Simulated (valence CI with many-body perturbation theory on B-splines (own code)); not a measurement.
## E1 line list for Pm³⁰⁺

Level of theory: configuration interaction combined with many-body perturbation theory (CI+MBPT): three valence electrons over a frozen Dirac-Fock core [Ar] 3d10, radial functions for each j: 11 s, 11 p, 10 d, 8 f, 5 g, 2 h, with the one-electron correlation potential Σ1, the two-electron term Σ2, the three-electron term Σ3, Breit, model QED; selected CI, second order for the rest, scaled by the run's own slope (own B-spline code, finite nucleus).

No measured spectrum was set against this ion. As an estimate, large intervals hold to a few tenths of a per cent, small ones and those within an open d or f shell to about a per cent.

Lines 151 to 200 of 538 in falling wavelength, among levels below 3874.0 × 10³ cm⁻¹, chosen from the strongest by gf and those to the six lowest levels. Wavelengths and rates use the calculated energies. Electric multipoles are in the length gauge with retardation, E1 and E2 with the static RPA response of the core. Weak lines are less certain than strong ones. Lines between different terms over intervals too small for the method are left out, as are lines whose strength nearly cancels. Where a level lies close to another of its J and parity, the split of strength between their lines is uncertain. The highest levels of a list are the least certain.

Levels are named by their leading jj configuration (3d3/2^4 stands for four electrons in 3d with j = 3/2), which in mixed levels can hold well under half, so a name can repeat and another be missing. Letters in brackets count levels of one name in rising energy.

```tsv
λ vac (nm)	Upper	Lower	A (s⁻¹)	S (a.u.) with core polarisation	S without
11.08	(4s 4p3/2 4f7/2) J=7/2 [b]	(4s^2 4f5/2) J=5/2	2.10e+11	1.13e+00	1.20e+00
11.04	(4p3/2 4d3/2 4d5/2) J=7/2 [b]	(4s 4p1/2 4f7/2) J=5/2	4.61e+10	2.45e-01	2.61e-01
10.97	(4s 4d3/2 4d5/2) J=7/2 [b]	(4s 4p3/2 4d3/2) J=5/2 [b]	1.09e+11	5.66e-01	6.09e-01
10.90	(4s 4p3/2 4d3/2) J=3/2 [a]	(4s 4p3/2^2) J=5/2	5.92e+10	1.51e-01	1.62e-01
10.88	(4p3/2^2 4f5/2) J=9/2	(4p3/2^2 4d3/2) J=7/2	2.54e+10	1.61e-01	1.73e-01
10.83	(4s 4p3/2 4f7/2) J=9/2 [a]	(4s 4p3/2 4d5/2) J=7/2 [b]	2.88e+10	1.81e-01	1.93e-01
10.83	(4p1/2 4p3/2 4d5/2) J=5/2 [b]	(4s 4p1/2 4d3/2) J=5/2	4.85e+10	1.82e-01	1.95e-01
10.82	(4p3/2 4d3/2 4d5/2) J=7/2 [c]	(4p3/2^2 4d3/2) J=7/2	2.44e+10	1.22e-01	1.31e-01
10.79	(4s 4d3/2 4d5/2) J=3/2 [b]	(4s 4p3/2 4d3/2) J=5/2 [b]	5.90e+10	1.46e-01	1.57e-01
10.77	(4p1/2 4d3/2 4d5/2) J=7/2 [b]	(4p1/2 4p3/2 4d5/2) J=5/2 [b]	2.23e+10	1.10e-01	1.18e-01
10.76	(4s 4p3/2 4d3/2) J=3/2 [c]	(4s^2 4d3/2) J=3/2	2.38e+11	5.84e-01	6.27e-01
10.74	(4p3/2^2 4f5/2) J=9/2	(4p3/2^2 4d5/2) J=9/2	3.66e+10	2.24e-01	2.40e-01
10.72	(4p3/2^2 4f5/2) J=7/2	(4p3/2^2 4d5/2) J=5/2 [b]	5.40e+10	2.63e-01	2.81e-01
10.71	(4p1/2 4d5/2^2) J=5/2	(4p1/2 4p3/2 4d5/2) J=7/2 [b]	4.97e+10	1.80e-01	1.93e-01
10.71	(4s 4p1/2 4d3/2) J=5/2	(4s 4p1/2 4p3/2) J=3/2 [a]	1.44e+10	5.23e-02	5.58e-02
10.70	(4p1/2 4p3/2 4d5/2) J=3/2 [a]	(4p1/2 4p3/2^2) J=3/2	5.49e+10	1.33e-01	1.42e-01
10.69	(4s 4p3/2 4d3/2) J=1/2 [b]	(4s 4p3/2^2) J=3/2	1.09e+11	1.31e-01	1.41e-01
10.68	(4p3/2 4d3/2 4d5/2) J=7/2 [c]	(4p3/2^2 4d5/2) J=9/2	3.23e+10	1.56e-01	1.66e-01
10.67	(4p3/2 4d3/2 4d5/2) J=5/2 [c]	(4p3/2^2 4d3/2) J=3/2 [a]	3.25e+10	1.17e-01	1.25e-01
10.64	(4p3/2 4d3/2 4d5/2) J=5/2 [e]	(4p3/2^2 4d3/2) J=3/2 [b]	3.46e+10	1.23e-01	1.32e-01
10.64	(4p1/2 4d3/2 4d5/2) J=7/2 [a]	(4p1/2 4p3/2 4d3/2) J=5/2	4.45e+10	2.11e-01	2.26e-01
10.63	(4p1/2^2 4d5/2) J=5/2	(4p1/2^2 4p3/2) J=3/2	6.59e+10	2.34e-01	2.49e-01
10.62	(4p1/2 4d3/2 4d5/2) J=9/2	(4p1/2 4p3/2 4d3/2) J=7/2	4.23e+10	2.50e-01	2.68e-01
10.58	(4p1/2 4d5/2^2) J=9/2	(4p1/2 4p3/2 4d5/2) J=9/2	4.36e+10	2.54e-01	2.71e-01
10.56	(4p1/2 4d5/2^2) J=5/2	(4p1/2 4p3/2 4d5/2) J=5/2 [b]	5.97e+10	2.08e-01	2.23e-01
10.56	(4s 4p1/2 4d3/2) J=3/2 [b]	(4s 4p1/2 4p3/2) J=5/2	5.61e+09	1.30e-02	1.39e-02
10.56	(4s 4p3/2 4f7/2) J=3/2	(4s 4p3/2 4d3/2) J=3/2 [c]	8.22e+10	1.91e-01	2.04e-01
10.55	(4p3/2 4d3/2 4d5/2) J=7/2 [c]	(4p3/2^2 4d5/2) J=7/2	2.56e+10	1.19e-01	1.27e-01
10.54	(4p3/2 4d3/2 4d5/2) J=7/2 [d]	(4p3/2^2 4d3/2) J=7/2	4.05e+10	1.87e-01	2.00e-01
10.53	(4p1/2 4d3/2 4d5/2) J=3/2 [a]	(4p1/2 4p3/2 4d3/2) J=3/2 [a]	5.06e+10	1.17e-01	1.25e-01
10.51	(4s 4p1/2 4d5/2) J=5/2 [a]	(4s 4p1/2 4p3/2) J=5/2	5.10e+10	1.75e-01	1.88e-01
10.50	(4p1/2 4d3/2 4d5/2) J=7/2 [b]	(4p1/2 4p3/2 4d5/2) J=5/2 [a]	2.90e+10	1.32e-01	1.42e-01
10.50	(4s^2 4d3/2) J=3/2	(4s^2 4p3/2) J=3/2	1.73e+11	3.96e-01	4.24e-01
10.49	(4p3/2 4d3/2 4d5/2) J=3/2 [c]	(4p3/2^2 4d3/2) J=3/2 [b]	1.02e+11	2.32e-01	2.48e-01
10.47	(4p1/2 4d5/2^2) J=3/2	(4p1/2 4p3/2 4d3/2) J=3/2 [b]	4.89e+10	1.11e-01	1.18e-01
10.46	(4s 4d3/2 4d5/2) J=7/2 [a]	(4s 4p3/2 4d3/2) J=5/2 [a]	5.37e+10	2.43e-01	2.60e-01
10.46	(4s 4p1/2 4d5/2) J=7/2	(4s 4p1/2 4p3/2) J=5/2	7.99e+10	3.61e-01	3.85e-01
10.46	(4p1/2 4p3/2 4f7/2) J=9/2 [a]	(4p1/2 4p3/2 4d5/2) J=7/2 [b]	2.91e+10	1.64e-01	1.74e-01
10.45	(4s 4p3/2 4f7/2) J=7/2 [a]	(4s 4p3/2 4d5/2) J=7/2 [b]	4.23e+10	1.91e-01	2.04e-01
10.45	(4p1/2 4d5/2^2) J=1/2	(4p1/2 4p3/2 4d5/2) J=3/2 [b]	2.17e+11	2.44e-01	2.61e-01
10.44	(4p1/2 4d3/2 4d5/2) J=5/2 [a]	(4p1/2 4p3/2 4d3/2) J=5/2	7.20e+10	2.43e-01	2.59e-01
10.43	(4p1/2 4p3/2 4d5/2) J=3/2 [b]	(4p1/2 4p3/2^2) J=1/2	1.02e+11	2.29e-01	2.45e-01
10.43	(4s 4p1/2 4d5/2) J=5/2 [b]	(4s 4p1/2 4p3/2) J=3/2 [b]	1.69e+11	5.69e-01	6.09e-01
10.42	(4p1/2 4d3/2 4d5/2) J=3/2 [b]	(4p1/2 4p3/2 4d5/2) J=3/2 [a]	8.60e+10	1.92e-01	2.05e-01
10.42	(4p1/2 4p3/2 4f7/2) J=7/2 [b]	(4p1/2 4p3/2 4d5/2) J=5/2 [c]	5.26e+10	2.35e-01	2.50e-01
10.41	(4s 4d3/2 4d5/2) J=5/2 [c]	(4s 4p3/2 4d3/2) J=5/2 [b]	7.52e+10	2.51e-01	2.69e-01
10.41	(4s 4p1/2 4d5/2) J=3/2	(4s 4p1/2 4p3/2) J=1/2	2.00e+11	4.44e-01	4.75e-01
10.39	(4p3/2 4d3/2^2) J=3/2 [b]	(4p3/2^2 4d3/2) J=5/2	7.25e+10	1.61e-01	1.72e-01
10.38	(4p1/2 4d5/2^2) J=7/2	(4p1/2 4p3/2 4d5/2) J=7/2 [a]	4.34e+10	1.92e-01	2.05e-01
10.38	(4s 4d5/2^2) J=3/2	(4s 4p3/2 4d5/2) J=5/2 [b]	1.21e+11	2.67e-01	2.86e-01
```
